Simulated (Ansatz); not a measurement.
```yaml
crystal:
  periodic: [false, false, false]
  atoms:
    - {symbol: Au, position_ang: [-1.820273, 0.053882, 0.580081]}
    - {symbol: Au, position_ang: [1.782970, -0.503734, 0.469110]}
    - {symbol: Te, position_ang: [0.037303, 0.449842, -1.049201]}
basis:
  gaussian: {orbitals: def2-SVPD, fitting: {mean_field: def2-universal-jkfit}}
total_charge: 2
hamiltonian: {xc: {name: rPW86-PBE}, dispersion: d4}
scf: {omitted_lower_state_checks: [starts]}
output: {forces: true}
```

```sh
$ ansatz run in.yaml --threads 4 --pin off --events-out ev --progress --plain --max-ram 3916MiB
```

Shortened log:

```
Functional definition: rPW86-PBE
712 factors; integrals over basis functions are off by at most 2.4e-2 eV
mean field evaluation 1: about -14656.9002 eV, gradient 8.6e1 eV
mean field evaluation 2: about -14277.5840 eV, gradient 4.1e2 eV
mean field evaluation 4: about -14673.9524 eV, gradient 2.8e1 eV
mean field evaluation 8: about -14676.9369 eV, gradient 6.5e-1 eV
mean field evaluation 16: about -14676.9356 eV, gradient 1.1e-4 eV
mean field -14676.93564431 eV, -539.3674365440 hartree, gradient 1.1e-5 eV, S^2 0.000000; 0 other end points of the search recorded, 0 dependent functions left out
reference -14676.93578432 eV, -539.3674416894 hartree; 30, 30 occupied and 75, 75 virtual orbitals, 712 factors
Total energy: -14677.08170726 eV, -539.3728042584 hartree
Atom 0 at    -1.820273     0.053882     0.580081 Å, force    -0.632788    -0.070753     0.407497 eV/Å
Atom 1 at     1.782970    -0.503734     0.469110 Å, force     0.605167    -0.262331     0.369371 eV/Å
Atom 2 at     0.037303     0.449842    -1.049201 Å, force     0.027620     0.333084    -0.776869 eV/Å
Dipole moment:     0.012740     0.153631    -0.358321 e Å
Checks for a lower state left out: starts
```

Run time 2.5 s (4 threads of Arm Neoverse V2 on a shared host).

In the def2 sets Au, Te take a core potential; there is no spin–orbit coupling. This restricted singlet of an open-shell metal wasn't tested against broken symmetry or higher spin.

The dipole of an ion depends on the origin.
